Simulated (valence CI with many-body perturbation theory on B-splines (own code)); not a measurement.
The numbers below are computed, except where a source is named.
**Dy²⁶⁺: magnetic and hyperfine properties of the levels**

Level of theory: valence CI with perturbative core correlation (CI+MBPT): four valence electrons over a frozen Dirac-Fock core [Kr], radial functions for each j: 9 s, 9 p, 10 d, 8 f, 5 g, 3 h, 1 i, with the one-electron correlation potential Σ1 (screened to all orders), the two-electron term Σ2, the three-electron term Σ3, Breit, model QED; selected single and double excitations, second order for the rest (own B-spline code, finite nucleus).

The last digits are not significant, and no measured levels were compared; by estimate large intervals hold to a few tenths of a per cent, small ones and those within an open d or f shell to about a per cent. Only levels of the ground parity were solved; by the run's estimate the other parity begins above the list, which can be wrong where configurations are misplaced.

A/g_I is the dipole constant over the nuclear g factor μ/I (μ in nuclear magnetons, uniformly magnetised nucleus), B/Q the quadrupole constant per barn. Both hold the static response of the core; the bare values leave it out. Large factors of s and p1/2 electrons are usually good to 5 to 10 %; those of open d and f shells near neutrality can be off by tens of per cent, and small factors of p3/2, d and f electrons come from cancelling terms and can be off by a factor of two or in sign, in half-filled shells by more. B is blank for J = 1/2, where it vanishes, and for nearly pure S terms. Energies count from the lowest level. Levels with J = 0 are left out.

Levels are named by their leading jj configuration (3d3/2^4 stands for four electrons in 3d with j = 3/2), which in mixed levels can hold well under half, so a name can repeat and another be missing. Letters in brackets count levels of one name in rising energy.

| Level | E (cm⁻¹) | g | A/g_I (MHz) | A/g_I bare | B/Q (MHz/b) | B/Q bare |
| --- | --- | --- | --- | --- | --- | --- |
| (4d3/2^3 4d5/2) J=1 | 51956 | 1.497 | -1160 | -435 | 3330 | 3180 |
| (4d3/2^3 4d5/2) J=2 | 78643 | 1.353 | 3980 | 4430 | 5160 | 4940 |
| (4d3/2^3 4d5/2) J=4 | 84424 | 1.123 | 8590 | 8620 | -685 | -718 |
| (4d3/2^3 4d5/2) J=3 | 89839 | 1.257 | 6670 | 6930 | 2630 | 2490 |
| (4d3/2^2 4d5/2^2) J=4 [a] | 135610 | 1.155 | 7050 | 7140 | -3390 | -3280 |
| (4d3/2^2 4d5/2^2) J=2 [a] | 139730 | 1.069 | 5110 | 5080 | 6530 | 6270 |
| (4d3/2^2 4d5/2^2) J=3 [a] | 141400 | 1.064 | 7050 | 6990 | 1700 | 1630 |
| (4d3/2^2 4d5/2^2) J=5 | 152870 | 1.081 | 8190 | 8160 | 7870 | 7520 |
| (4d3/2^2 4d5/2^2) J=1 | 158700 | 1.197 | 8300 | 8450 | 295 | 264 |
| (4d3/2^2 4d5/2^2) J=6 | 161460 | 1.090 | 8600 | 8570 | 9170 | 8770 |
| (4d3/2^2 4d5/2^2) J=4 [b] | 171610 | 1.031 | 9420 | 9290 | -3480 | -3310 |
| (4d3/2^2 4d5/2^2) J=3 [b] | 173370 | 1.132 | 8730 | 8770 | 3110 | 2980 |
| (4d3/2^2 4d5/2^2) J=2 [b] | 174410 | 1.119 | 7920 | 7940 | 2470 | 2360 |
| (4d3/2 4d5/2^3) J=4 [a] | 203300 | 1.223 | 5800 | 6010 | 6230 | 5970 |
| (4d3/2^2 4d5/2^2) J=2 [c] | 204490 | 1.025 | 11200 | 11000 | -566 | -559 |
| (4d3/2 4d5/2^3) J=3 [a] | 219230 | 1.133 | 5300 | 5370 | 980 | 959 |
| (4d3/2^2 4d5/2^2) J=4 [c] | 228340 | 1.107 | 6630 | 6640 | 3030 | 2890 |
| (4d3/2 4d5/2^3) J=1 [a] | 231510 | 0.845 | 9700 | 9260 | 3580 | 3420 |
| (4d3/2 4d5/2^3) J=5 | 231700 | 1.147 | 7000 | 7080 | -5290 | -5080 |
| (4d3/2 4d5/2^3) J=6 | 235810 | 1.072 | 8160 | 8100 | 11000 | 10600 |
| (4d3/2^2 4d5/2^2) J=2 [d] | 237310 | 1.299 | 6180 | 6520 | -2660 | -2520 |
| (4d3/2 4d5/2^3) J=2 [a] | 255370 | 0.997 | 9600 | 9400 | 7660 | 7310 |
| (4d3/2 4d5/2^3) J=3 [b] | 258330 | 1.087 | 7890 | 7870 | 4280 | 4130 |
| (4d3/2 4d5/2^3) J=3 [c] | 291160 | 1.063 | 8780 | 8700 | 11700 | 11200 |
| (4d3/2 4d5/2^3) J=1 [b] | 291900 | 1.452 | 1070 | 1700 | -5120 | -4890 |
| (4d3/2 4d5/2^3) J=4 [b] | 296660 | 1.033 | 8840 | 8720 | 10300 | 9920 |
| (4d3/2 4d5/2^3) J=2 [b] | 302020 | 1.099 | 8170 | 8160 | -7370 | -7050 |
| (4d5/2^4) J=4 | 316490 | 1.161 | 6070 | 6170 | -9690 | -9260 |
| (4d5/2^4) J=2 | 350980 | 1.019 | 7090 | 6950 | -398 | -380 |

Question: Take the isotope of mass number 161, with I = 5/2, μ = -0.479 μN and Q = 2.51 b. What is the hyperfine structure of (4d3/2^3 4d5/2) J=2?

Answer: From the table A = -763 MHz, B = 12900 MHz. Shifts from the centre of gravity in MHz: F = 1/2: 14400, F = 3/2: 7420, F = 5/2: -936, F = 7/2: -5860, F = 9/2: -590.
